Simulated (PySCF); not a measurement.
Polarisability and C₆ of Cs (caesium, neutral)

[Xe] 6s1, 2S determinant. All numbers are calculated (PySCF 2.14, scalar relativity by spin-free X2C-1e, in ANO-RCC-VTZP (8s7p4d2f1g, 72 functions)). Coupled (time-dependent) response in atomic units; α is the mean over directions. The basis has no added diffuse functions, which lowers α and C₆.

| method | mean α (bohr³) | C₆ (like pair) | S(−4) |
| --- | --- | --- | --- |
| LC-wPBE | 702.7 | 15500 | 425600 |

S(−4) is the Cauchy moment in α(ω) = α(0) + S(−4) ω² + …

Reference α: 400.9 ± 0.7 bohr³ (recommended; Schwerdtfeger and Nagle, table of static dipole polarizabilities (2023 update)). Published C₆: 6660 (Gould and Bucko (2016)).

α(iu) at LC-wPBE:

```json
{"u (hartree)": "0", "α(iu) (bohr³)": "702.7"}
{"u (hartree)": "0.0500", "α(iu) (bohr³)": "284.3"}
{"u (hartree)": "0.100", "α(iu) (bohr³)": "109.2"}
{"u (hartree)": "0.200", "α(iu) (bohr³)": "39.19"}
{"u (hartree)": "0.300", "α(iu) (bohr³)": "23.54"}
{"u (hartree)": "0.500", "α(iu) (bohr³)": "13.60"}
{"u (hartree)": "0.750", "α(iu) (bohr³)": "8.846"}
{"u (hartree)": "1.00", "α(iu) (bohr³)": "6.322"}
{"u (hartree)": "1.50", "α(iu) (bohr³)": "3.709"}
{"u (hartree)": "2.00", "α(iu) (bohr³)": "2.448"}
{"u (hartree)": "3.00", "α(iu) (bohr³)": "1.315"}
{"u (hartree)": "5.00", "α(iu) (bohr³)": "0.5717"}
```

Spin-orbit coupling, which splits the p, d and f shells strongly at this Z, is absent.
